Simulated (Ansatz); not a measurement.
Dimer: H2O (SMILES O) (first 3 atoms) with SO2 (SMILES O=S=O); geometry from B3LYP-D3(BJ)/def2-TZVP, rigid monomers moved along the line of their centres of mass till O1···S5 is 4.87 Å.
(charge 0, multiplicity 1):
```xyz
6

O      0.50567    -0.09015     0.61050
H      0.60674     0.85034     0.42236
H     -0.36268    -0.33460     0.26938
O     -1.62174    -0.56586     5.29619
S     -0.26945    -0.08311     5.41694
O     -0.06968     1.33819     5.54460
```

Monomers are frozen at their geometry in the pair; levels with a basis set take the counterpoise correction.

Cores are frozen in the correlated methods. CBS: X⁻³ extrapolation of the correlation energy, Hartree–Fock from the larger set.

Run with Ansatz (an electronic-structure program). 

Task: What interaction energy does SCS-MP2/aug-cc-pV(T+d)Z give?

Result: -0.8 kcal/mol
